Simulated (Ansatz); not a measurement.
Ansatz (a quantum-chemistry and plane-wave program) input (PBE-QIDH/def2-TZVPD):

Ansatz 0.2 input:
```yaml
crystal:
  periodic: [false, false, false]
  atoms:
    - {symbol: Ba, position_ang: [-0.03955420, 0.19697290, 0.22970621]}
    - {symbol: F, position_ang: [-0.13682020, 0.80481059, -1.97499508]}
    - {symbol: F, position_ang: [0.38293525, -2.03041977, 0.54571198]}
basis:
  gaussian:
    orbitals: def2-TZVPD
hamiltonian:
  xc: {name: PBE-QIDH}
total_charge: -1
magnetization: {spin_polarized: true, initial_magnetization: 1}
correlation: {electrons: outside_noble_gas}
```

Output:

```
Functional definition: PBE-QIDH
integrals: 0.09 GiB planned
769 factors; integrals over basis functions are off by at most 6.0e-4 eV
mean field: 0.51 GiB planned
mean field evaluation 1: about -6118.9507 eV, gradient 5.7e0 eV
mean field evaluation 2: about -6119.2160 eV, gradient 5.9e0 eV
mean field evaluation 4: about -6119.7803 eV, gradient 1.9e0 eV
mean field evaluation 8: about -6119.8568 eV, gradient 2.2e-1 eV
mean field evaluation 16: about -6119.8644 eV, gradient 4.6e-3 eV
mean field evaluation 32: about -6119.3057 eV, gradient 2.7e0 eV
mean field -6119.86441307 eV, -224.9008689872 hartree, gradient 7.1e-6 eV, S^2 0.750098; 4 other end points of the search recorded, 0 dependent functions left out
6 core orbitals not correlated, not the lowest: weight in the atoms' cores, before any rotation towards them, 0.908 or more for the frozen orbitals, at most 0.051 for the correlated occupied ones
reference -6119.86443347 eV, -224.9008697370 hartree; 9, 8 occupied and 105, 106 virtual orbitals, 769 factors
second order -17.02840640 eV of doubles, -0.00000000 eV of singles
Total energy: -6125.54056894 eV, -225.1094638680 hartree
```
